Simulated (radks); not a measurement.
Si4+, 10 electrons, occupied as [Ne]. Calculated with a radial shooting solver on a logarithmic mesh with Libxc functionals: Dirac Kohn-Sham, PBE, spin-unpolarised, spherical densities, point nucleus; speed of light set to 411.108 atomic units (3 times the physical value, a model run). Some entries of the table are withheld. Estimate them.

orbital,occ.,eigenvalue (eV),<r> (bohr),r(max) (bohr)
1s1/2,2,-1836.754,0.1116,0.07293
2s1/2,2,-191.7288,(1),0.4548
2p1/2,2,(2),0.5315,0.3866
2p3/2,4,(3),0.5317,0.3868

Answer. 
(1) 2s1/2 <r> (bohr): 0.5659
(2) 2p1/2 eigenvalue (eV): -148.5716
(3) 2p3/2 eigenvalue (eV): -148.4988
